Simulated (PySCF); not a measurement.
Isomers of C11H14, mass 146.110 u with the commonest isotopes. Method used: PySCF 2.14.0, PBE0-D3(BJ)/def2-SVP geometry optimisation, gas phase. One conformer each, none proved a minimum here; rigid rotors.

**Question.** Order these by radius of gyration √(Σ m r²/M), smallest first.
A. `[CH3:1][CH:2]([CH3:3])[c:4]1[cH:5][cH:6][c:7]2[c:8]([cH:9]1)[CH2:10][CH2:11]2` with C1–C2–C4–C5 120°
B. `[CH2:1]=[C:2]([CH2:3][CH2:4][CH3:5])[c:6]1[cH:7][cH:8][cH:9][cH:10][cH:11]1` with C1–C2–C3–C4 117°, C2–C3–C4–C5 179°, C1–C2–C6–C7 -36°
C. `[CH3:1][CH2:2][CH2:3]/[CH:4]=[CH:5]\[c:6]1[cH:7][cH:8][cH:9][cH:10][cH:11]1` with C1–C2–C3–C4 180°, C2–C3–C4–C5 -139°, C4–C5–C6–C7 145°
D. `[CH2:1]=[CH:2][c:3]1[cH:4][cH:5][c:6]([CH:7]([CH3:8])[CH3:9])[cH:10][cH:11]1` with C1–C2–C3–C4 -2°, C5–C6–C7–C8 -65°

**Answer.** A (2.473 Å), B (2.546 Å), D (2.659 Å), C (2.808 Å).

**Question.** Order these by rotational constant A, largest first.
A. `[CH3:1][CH:2]([CH3:3])[c:4]1[cH:5][cH:6][c:7]2[c:8]([cH:9]1)[CH2:10][CH2:11]2` with C1–C2–C4–C5 120°
B. `[CH3:1][CH2:2][CH2:3]/[CH:4]=[CH:5]\[c:6]1[cH:7][cH:8][cH:9][cH:10][cH:11]1` with C1–C2–C3–C4 180°, C2–C3–C4–C5 -139°, C4–C5–C6–C7 145°
C. `[CH2:1]=[CH:2][c:3]1[cH:4][cH:5][c:6]([CH:7]([CH3:8])[CH3:9])[cH:10][cH:11]1` with C1–C2–C3–C4 -2°, C5–C6–C7–C8 -65°
D. `[CH2:1]=[C:2]([CH2:3][CH2:4][CH3:5])[c:6]1[cH:7][cH:8][cH:9][cH:10][cH:11]1` with C1–C2–C3–C4 117°, C2–C3–C4–C5 179°, C1–C2–C6–C7 -36° (2-phenyl-1-pentene)
E. `[cH:1]1[cH:2][cH:3][c:4]([CH:5]2[CH2:6][CH2:7][CH2:8][CH2:9]2)[cH:10][cH:11]1` with C3–C4–C5–C6 129°, C4–C5–C6–C7 120°, C5–C6–C7–C8 29°, C6–C7–C8–C9 -42°, C7–C8–C9–C5 39°

**Answer.** C (2966 MHz), E (2845 MHz), A (2465 MHz), B (2294 MHz), D (1822 MHz).

**Question.** Order these by dipole moment, largest first.
A. `[CH3:1][CH2:2][CH2:3]/[CH:4]=[CH:5]\[c:6]1[cH:7][cH:8][cH:9][cH:10][cH:11]1` with C1–C2–C3–C4 180°, C2–C3–C4–C5 -139°, C4–C5–C6–C7 145°
B. `[CH3:1][CH:2]([CH3:3])[c:4]1[cH:5][cH:6][c:7]2[c:8]([cH:9]1)[CH2:10][CH2:11]2` with C1–C2–C4–C5 120°
C. `[CH2:1]=[CH:2][c:3]1[cH:4][cH:5][c:6]([CH:7]([CH3:8])[CH3:9])[cH:10][cH:11]1` with C1–C2–C3–C4 -2°, C5–C6–C7–C8 -65°

**Answer.** C (0.65 D), A (0.43 D), B (0.23 D).

```json
{"SMILES": "C=Cc1ccc(C(C)C)cc1", "point group": "near Cs", "Ia (u·Å²)": "170.39", "Ib (u·Å²)": "917.07", "Ic (u·Å²)": "978.65", "κ": "-0.97", "μa (D)": "0.65", "μb (D)": "0.04", "μc (D)": "0.00"}
{"SMILES": "CC(C)c1ccc2c(c1)CC2", "point group": "near Cs", "Ia (u·Å²)": "204.99", "Ib (u·Å²)": "746.36", "Ic (u·Å²)": "836.11", "κ": "-0.92", "μa (D)": "0.10", "μb (D)": "0.21", "μc (D)": "0.01"}
{"SMILES": "CCC/C=C\\c1ccccc1", "point group": "C1", "Ia (u·Å²)": "220.33", "Ib (u·Å²)": "980.95", "Ic (u·Å²)": "1103.16", "κ": "-0.94", "μa (D)": "0.37", "μb (D)": "0.20", "μc (D)": "0.07"}
{"SMILES": "c1ccc(C2CCCC2)cc1", "point group": "C1", "Ia (u·Å²)": "177.63", "Ib (u·Å²)": "784.53", "Ic (u·Å²)": "838.78", "κ": "-0.96", "μa (D)": "0.49", "μb (D)": "0.07", "μc (D)": "0.00"}
{"SMILES": "C=C(CCC)c1ccccc1", "point group": "C1", "Ia (u·Å²)": "277.44", "Ib (u·Å²)": "731.01", "Ic (u·Å²)": "885.99", "κ": "-0.81", "μa (D)": "0.15", "μb (D)": "0.36", "μc (D)": "0.11"}
```
